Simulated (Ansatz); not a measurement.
Total energies of (LiSH)3 ring (Li₃H₃S₃) from Ansatz at PBE0-D4/def2-TZVP, gas phase (1 Eh = 27.2114 eV = 2625.5 kJ/mol). The reference geometry is relaxed at r2SCAN-D4/def2-SVP.

```csv
state,geometry,energy (Eh)
charge 0 singlet,reference,-1218.76134
charge 1 doublet,reference,-1218.44139
free Li atom (doublet),–,-7.46705
free S atom (triplet),–,-397.97371
free H atom (doublet),–,-0.50104
```

Question: Work out the vertical ionisation energy to the doublet.

Answer: E(charge 1 doublet) − E(charge 0 singlet) = -1218.44139 − (-1218.76134) = 0.31995 Eh = 8.71 eV. For comparison, −ε of the highest occupied level is 6.99 eV at this level, 1.72 eV less.

Question: What is the binding energy per atom against free atoms?

Answer: Atoms: 3 × (-7.46705) + 3 × (-397.97371) + 3 × (-0.50104) = -1217.82540 Eh. Binding: -1217.82540 − (-1218.76134) = 0.93594 Eh = 25.47 eV, or 2.83 eV for each of 9 atoms (no zero-point energy, no counterpoise term).
